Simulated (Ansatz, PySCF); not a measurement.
WS2ClBr, SMILES [W](=[S])([Cl])([Br])=[S], multiplicity 1.

Geometry: PBE0-D3(BJ)/def2-SVP. The spin state was assumed, not searched. The structure was generated by enumeration; whether it is a known compound was not checked. The def2 effective core potentials stand for the cores of W; spin–orbit coupling is left out.

Vertical ionisation energy (IE) and electron affinity (EA) in eV. Rows of orbital energies are one-electron estimates. Where ΔSCF, EOM or ADC give a negative EA the extra electron is unbound and the value depends on the basis.

| level | IE | EA |
|---|---|---|
| −ε(HOMO), −ε(LUMO), ωB97X/def2-TZVP (PySCF) | 9.81 | 1.71 |
| −ε(HOMO), −ε(LUMO), PBE/def2-TZVP (PySCF) | 6.54 | 4.24 |
| ΔSCF, PBE0/def2-SVPD (Ansatz), final states of multiplicity 2 and 2 | 9.48 | 2.29 |
| ΔSCF, PBE/def2-SVPD (Ansatz), final states of multiplicity 2 and 2 | … | … |

Task: What belongs in the gaps? (Estimate from the structure and the level; the computed values follow.)

Result: 
- ΔSCF, PBE/def2-SVPD (Ansatz, a quantum-chemistry and plane-wave program), final states of multiplicity 2 and 2, IE: 9.28
- ΔSCF, PBE/def2-SVPD (Ansatz), final states of multiplicity 2 and 2, EA: 1.92

Task: What vertical singlet–triplet gap does ΔSCF give with PBE0/def2-SVPD (Ansatz) and with PBE/def2-SVPD (Ansatz)? (An estimate is asked for; the answer gives what the named calculation found.)

Result: 2.12 and 2.30 eV (triplet above singlet where positive).
